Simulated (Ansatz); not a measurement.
Relaxing a trial structure of C4H9ClMg

The starting geometry of this gas-phase singlet was optimised with GFN2-xTB; its bonds are those of `C[C](C)(C)[Mg][Cl]`.

```xyz
15

C    -0.0020   -1.1827   -1.5726
C    -0.5077   -0.8180   -0.1820
C    -0.5236    0.6983   -0.0334
C     0.4225   -1.4173    0.8653
Cl   -4.4529   -2.3488    0.3641
Mg   -2.4385   -1.5705    0.0758
H     1.0099   -0.7851   -1.7191
H    -0.6434   -0.7621   -2.3503
H     0.0406   -2.2653   -1.7063
H    -1.1766    1.1622   -0.7754
H    -0.8643    0.9940    0.9611
H     0.4871    1.0989   -0.1762
H     0.0998   -1.1578    1.8755
H     0.4627   -2.5055    0.7831
H     1.4398   -1.0316    0.7268
```

Problem. Predict what it relaxes into with PBE-D3(BJ)/def2-SVP.

Solution. It keeps its bonds, and is `C[C](C)(C)[Mg][Cl]`.

The energy falls by 0.11 eV over 7 steps:

| step | E − E(last) (eV) |
| --- | --- |
| 1 | 0.111 |
| 2 | 0.009 |
| 3 | 0.000 |
| 4 | 0.000 |
| 5 | 0.000 |
| 6 | 0.000 |
| 7 | 0.000 |

Final geometry (Å):

```yaml
atoms:
  - { symbol: C, position_ang: [-0.0029, -1.1889, -1.5864] }
  - { symbol: C, position_ang: [-0.5042, -0.8167, -0.1829] }
  - { symbol: C, position_ang: [-0.5288, 0.7118, -0.0319] }
  - { symbol: C, position_ang: [0.4275, -1.4250, 0.8763] }
  - { symbol: Cl, position_ang: [-4.5374, -2.3839, 0.3749] }
  - { symbol: Mg, position_ang: [-2.4799, -1.5848, 0.0897] }
  - { symbol: H, position_ang: [1.0323, -0.7950, -1.7495] }
  - { symbol: H, position_ang: [-0.6340, -0.7613, -2.3949] }
  - { symbol: H, position_ang: [0.0489, -2.2874, -1.7462] }
  - { symbol: H, position_ang: [-1.1782, 1.2071, -0.7853] }
  - { symbol: H, position_ang: [-0.8714, 1.0383, 0.9735] }
  - { symbol: H, position_ang: [0.4983, 1.1352, -0.1704] }
  - { symbol: H, position_ang: [0.1189, -1.1746, 1.9140] }
  - { symbol: H, position_ang: [0.4950, -2.5318, 0.8038] }
  - { symbol: H, position_ang: [1.4692, -1.0344, 0.7517] }
```

No frequencies were run, so the end isn't proven a minimum. Run with Ansatz 0.2.0, 17 s on 2 threads of Arm Neoverse V1, on a shared host.
